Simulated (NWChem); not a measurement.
CH₈O₂Si₃; SMILES C1[SiH2][Si@](O)(O1)[SiH3]

```xyz
14

O      1.9362    -0.7605     0.4793
Si     0.3949    -0.2714     0.0694
Si    -0.8165    -2.2830    -0.0235
O      0.3480     0.6369    -1.3605
C     -0.2932     1.9111    -1.0453
Si    -0.5301     1.7356     0.8743
H      2.6170    -0.0707     0.4902
H     -0.7748    -2.9739     1.2956
H     -0.2791    -3.2001    -1.0661
H     -2.2411    -1.9839    -0.3433
H     -1.2307     1.9942    -1.6069
H      0.3646     2.7272    -1.3653
H      0.2941     2.6802     1.6835
H     -1.9402     1.8126     1.3510
```
Atoms are numbered in this order, from 1.

Program: NWChem. All runs use the structure optimised with B3LYP/6-31G* (spherical d). Ions are spin-unrestricted doublets at the neutral geometry. Hybrids' shares of exact exchange are those that their runs print; pure functionals count as 0. The functionals differ in more than this share.

```csv
row,share of exact exchange,ΔSCF ionisation energy minus −ε(HOMO) (eV)
PBE/def2-SVP,0.00,2.61
r2SCAN/def2-SVP,0.00,2.53
B3LYP/def2-SVP,0.20,withheld
BHandHLYP/def2-SVP,0.50,0.94
M06-2X/def2-SVP,0.54,0.93
```

**Question.** Fit a straight line of the last column on the one before it, predict the withheld value, and compare with the run.

**Answer.** 
1. Means of the 4 shown rows: x = 0.260, y = 1.752. Slope Σ(x − x̄)(y − ȳ)/Σ(x − x̄)² = -0.8504/0.2712 = -3.136; intercept 2.568.
2. The shown rows scatter about the line by 0.050 (root mean square); the largest residual is -0.06, at BHandHLYP/def2-SVP.
3. At x = 0.20 (B3LYP/def2-SVP; inside the shown range) the line gives 1.94.
4. The run gives 1.97, +0.03 from the line, 0.6 times the scatter. The line crosses zero at a share of 0.82, outside the shown range.
